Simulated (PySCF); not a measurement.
Badger's rule along the fourth-period p block: bonds to Sb

r²SCAN in PySCF with def2-SVP on every atom (core potentials on Sb), for the lowest determinant that a PBE0 search found; no spin–orbit coupling. Badger's rule says that Re = d + c·k^(−1/3) for bonds between atoms of fixed rows.

```csv
molecule,state (unpaired electrons),Re (Å),k (mdyn/Å)
SbSe,doublet (π ↑),2.357,3.13
GeSb,doublet (π ↑),2.453,?
SbBr,triplet (π ↑↑),2.517,?
GaSb,triplet (π ↑↑),2.764,0.837
```

Q: Fix c and d from SbSe and GaSb.

A: c = (2.764 − 2.357)/(0.837^(−1/3) − 3.13^(−1/3)) = 1.078, d = 2.357 − c·3.13^(−1/3) = 1.620 Å.

Q: Predict k of the others and set the computed values beside them.

A: 

```json
{"molecule": "GeSb", "k by the rule": "2.17", "k computed": "2.20", "difference (%)": "-1"}
{"molecule": "SbBr", "k by the rule": "1.74", "k computed": "1.88", "difference (%)": "-8"}
```

The rule misses by 4 % on average, well for two fitted constants.

Spin–orbit coupling is left out. States were picked by a PBE0 search and need not be the measured ground states.
